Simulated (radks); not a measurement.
Values are calculated unless marked as measured or tabulated.
The aluminium ion Al2+ inside a hard spherical wall (all orbitals vanish at R), configuration held at [Ne] 3s1 and not refilled when levels cross. Level of theory: non-relativistic Kohn-Sham, LDA (Slater exchange, Perdew-Wang correlation), spin-polarised, spherical densities, point nucleus; open shells are filled with parallel spins first (a radial shooting solver on a logarithmic mesh with Libxc functionals). Eigenvalues in eV for spin up, with the zero of energy where the potential of the charges vanishes at infinity; a dash marks a level that is unbound or too diffuse for the functional's potential to be trusted. A positive occupied level is held by the wall or, in an anion where self-interaction has pushed it up, behind a barrier. The pressure on the wall is -dE/dV.

| R (bohr) | E (hartree) | kinetic (hartree) | e(1s) | e(2s) | e(2p) | e(3s) | e(3p, empty) | e(3d, empty) | pressure (GPa) |
|---|---|---|---|---|---|---|---|---|---|
| free | -240.40178 | 239.798 | -1522.0 | -127.72 | -90.431 | -24.540 | -17.971 | -10.051 | 0 |
| 20 | -240.40178 | 239.798 | -1522.0 | -127.72 | -90.431 | -24.540 | -17.971 | -10.051 | < 0.0001 |
| 15 | -240.40178 | 239.798 | -1522.0 | -127.72 | -90.431 | -24.540 | -17.971 | -10.051 | < 0.0001 |
| 8 | -240.40177 | 239.798 | -1522.0 | -127.71 | -90.430 | -24.539 | -17.967 | -9.985 | 0.00100 |
| 7 | -240.40167 | 239.800 | -1522.0 | -127.71 | -90.423 | -24.533 | -17.947 | -9.843 | 0.0118 |
| 4 | -240.35579 | 240.080 | -1520.9 | -126.70 | -89.416 | -22.838 | -15.158 | -4.905 | 12.1 |
| 3 | -240.13391 | 240.944 | -1518.3 | -124.57 | -87.272 | -15.877 | -6.340 | 4.908 | 123 |
| 2.5 | -239.73987 | 242.226 | -1515.2 | -122.29 | -84.931 | -4.410 | 6.467 | 16.456 | 465 |
| 1.5 | -234.39493 | 258.281 | -1483.6 | -101.43 | -62.311 | 118.19 | 122.12 | 97.238 | 17000 |
